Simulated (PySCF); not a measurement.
# Shieldings and the share of exact exchange

Molecule: SMILES CS[SiH2]O[SiH3], CH8OSSi2.

Atom-mapped SMILES (the numbers label the heavy atoms): `[CH3:1][S:2][SiH2:3][O:4][SiH3:5]`. Each H is labelled by its parent atom.

GIAO shieldings (ppm, equivalent atoms averaged) in PySCF 2.14.0 with density-fitted response routines on the PBE0-D3(BJ)/def2-SVP geometry, basis pcSseg-1, gas phase, non-relativistic:

```csv
functional,exact exchange (%),σ(S2),σ(Si3),σ(Si5),σ(O4)
BLYP,0,570.4,337.3,368.9,290.0
BP86,0,591.5,343.2,372.2,294.1
PBE,0,592.4,343.7,373.2,294.8
B3LYP,20,602.2,350.4,381.1,299.7
PBE0,25,630.2,360.5,388.9,305.9
mPW1PW91,25,628.1,359.6,387.7,305.2
HF,100,703.4,410.5,436.6,324.1
```

(1) Fit each shielding as a line in the percentage of exact exchange.

(2) What does the line predict for BHandHLYP (50 %), and what does the run give?

Answers

(1) σ(S2) = 587.9 + 1.19 x (rms 10.1 ppm); σ(Si3) = 341.0 + 0.69 x (rms 2.7 ppm); σ(Si5) = 371.1 + 0.65 x (rms 1.8 ppm); σ(O4) = 294.4 + 0.31 x (rms 2.5 ppm). The functionals also differ in their semilocal parts, which the line can't hold; Hartree–Fock has no correlation at all.

(2) σ(S2): 647.4 predicted, 642.2 computed; σ(Si3): 375.5 predicted, 371.4 computed; σ(Si5): 403.6 predicted, 400.6 computed; σ(O4): 309.9 predicted, 310.7 computed ppm.
